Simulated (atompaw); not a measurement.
# LDA (PW92) PAW (atompaw) dataset for Mn, scalar-relativistic all-electron reference.

atompaw 4.2.0.5 was run on this input:

```
Mn 25
LDA-PW scalarrelativistic loggrid 1500 logderivrange -3 5 201
4 4 3 0 0 0
4 0 1
4 1 0
3 2 5
0 0 0
c
c
c
v
c
c
v
v
2
3.00 2.20 2.15 2.95
y
0.3
n
y
0.95
n
y
3.55
n
custom rrkj vanderbiltortho besselshape
3 0.5 troulliermartins
2.65
2.65
3.00
3.00
1.10
1.10
PWSCFOUT
UPFDX 0.0125d0 UPFXMIN -7.d0 UPFZMESH 25.d0
END
```

Command:

```bash
atompaw < Mn.input > Mn.log
```

The program printed (summary file):

```
Completed calculations for Mn (AE)

 Exchange-correlation type: LDA, Perdew-Wang correlation

 Radial integration grid is logarithmic
 r0 =   3.3078265E-04 h =   8.2695663E-03   n =      1500 rmax =   8.0000000E+01

 Scalar relativistic calculation

 AEatom converged in  29 iterations
   nz     =  25.00
   delta  =       4.725215498772E-16

 All Electron Orbital energies:
  n  l      occupancy      energy
  1  0      2.0000000E+00 -4.7208005E+02
  2  0      2.0000000E+00 -5.5152715E+01
  3  0      2.0000000E+00 -6.8875761E+00
  4  0      1.0000000E+00 -8.9399873E-01
  2  1      6.0000000E+00 -4.6889889E+01
  3  1      6.0000000E+00 -4.6157822E+00
  4  1      0.0000000E+00 -5.4310238E-01
  3  2      5.0000000E+00 -1.1182631E+00

 Total energy
   Total                    :    -2311.64777576640199

 ---
 Completed calculations for Mn (SC)

 Exchange-correlation type: LDA, Perdew-Wang correlation

 Radial integration grid is logarithmic
 r0 =   3.3078265E-04 h =   8.2695663E-03   n =      1500 rmax =   8.0000000E+01

 Scalar relativistic calculation

 SCatom converged in   4 iterations
   nz     =  25.00
   delta  =       9.406253670934E-17

 Valence Electron Orbital energies:
  n  l      occupancy      energy
   4  0      1.0000000E+00 -8.9399873E-01
   4  1      0.0000000E+00 -5.4310238E-01
   3  2      5.0000000E+00 -1.1182631E+00

 Total energy
   Total                    :    -2311.64777576843971
   Valence                  :     -118.69533987036033

 PAW parameters:
       lmax =            2
         rc =    3.0008714927452780
        irc =         1103
   rc_shape =    2.2097719846193598
    rc_vloc =    2.1556167488576206
    rc_core =    2.9516424357642888
   Vloc: Norm-conserving Troullier-Martins with l= 3;e=   5.0000E-01
   Projector type: RRKJ pseudization + Vanderbilt ortho.
   Bessel compensation charge shape zeroed at   2.2098E+00

 Number of basis functions     6
 No.   n  nodes  l      Energy         Cp coeff         Occ
  1    4    3    0   -0.8939987E+00  0.6097048E+02  0.1000000E+01
  2  999    4    0    0.3000000E+00  0.4048205E+00  0.0000000E+00
  3    4    2    1   -0.5431024E+00  0.5977888E+02  0.0000000E+00
  4  999    3    1    0.9500000E+00  0.1466646E-01  0.0000000E+00
  5    3    0    2   -0.1118263E+01 -0.1924429E+02  0.5000000E+01
  6  999    1    2    0.3550000E+01 -0.1101578E+02  0.0000000E+00

 Eigenvalues of overlap operator (in the basis of projectors):
    1        1.11108849E-03
    2        8.02488485E-03
    3        2.42176003E+00
    4        1.41330046E+01
    5        3.16723066E+01
    6        1.09809937E+04

 Orbital leakage outside PAW augmentation regions
   orb  is_core?  %out_of_sphere
   1 0    T           0.00
   2 0    T           0.00
   3 0    T           0.00
   4 0    F          36.62
   2 1    T           0.00
   3 1    T           0.03
   4 1    F          60.12
   3 2    F           2.12

 Summary of PAW energies
   Total valence energy     :   -118.69534175993718
   Smooth energy            :     28.84856037710313
   One center               :   -147.54390213704031
   Smooth kinetic           :     37.36845374454220
   Vloc energy              :     -8.15086054689882
   Smooth exch-corr         :     -4.71013852010925
   One-center xc            :    -94.35733178408448
```

The run took about 2.4 s on one core of a shared server CPU.
